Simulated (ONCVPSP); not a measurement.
# Which setting gave this result? (Sn, ONCV)

Base potential:

- Element: Sn
- Generator: ONCVPSP 4.0.1
- Type: optimised norm-conserving Vanderbilt (ONCV)
- Functional: PBEsol
- Relativity: scalar-relativistic
- Frozen core: [Ar] 3d10
- Valence charge: 22
- Reference configuration: 4s2 4p6 4d10 5s2 5p2
- Partial waves: 4s+5s: rc 1.60 bohr, ncon 4, nbas 8, qcut 7.5 1/bohr, 3 projectors, debl 1.6 Ha; 4p+5p: rc 1.75 bohr, ncon 4, nbas 7, qcut 9.9 1/bohr, 2 projectors; 4d: rc 1.40 bohr, ncon 4, nbas 8, qcut 9.6 1/bohr, 2 projectors, debl 3.5 Ha
- Local potential: polynomial inside 1.00 bohr (lpopt 1, dvloc0 3 Ha)
- Core correction: none

Cutoffs, loose and tight: the cutoffs (Ha) at which the residual kinetic energy of the hardest occupied pseudo-wave falls to 1 and 0.1 mHa per electron. They do not see the model core or the augmentation charge, which bear on the density cutoff. Test errors are all-electron minus pseudo excitation energies from the reference, over the configurations 4s2 4p6 4d10 5s2 5p1; 4s2 4p6 4d10 5s2 5p0; 4s2 4p6 4d10 5s1 5p0; 4s2 4p6 4d10 5s1 5p3; variants that change the core or the reference have their own tests.

Only the d radius is moved:

| d radius (bohr) | cutoff, loose | cutoff, tight | bound ghosts | largest test error (meV) |
| --- | --- | --- | --- | --- |
| 0.98 | 45 Ha | 118 Ha | none | -14 |
| 1.18 | 41 Ha | 61 Ha | none | -14 |
| 1.34 | 39 Ha | 44 Ha | none | -14 |
| 1.46 | 37 Ha | 42 Ha | none | -14 |
| 1.82 | 32 Ha | 36 Ha | none | -15 |
| 2.02 | 29 Ha | 33 Ha | none | -16 |

Q: One more run gave cutoff, loose: 33 Ha; cutoff, tight: 38 Ha; bound ghosts: none; largest test error (meV): -15. Which value of the d radius was used?

A: 1.72 bohr. The loose cutoff moves one way along this sweep, from 45 Ha at 0.98 to 29 Ha at 2.02 bohr, which places the run between 1.46 and 1.82 bohr.
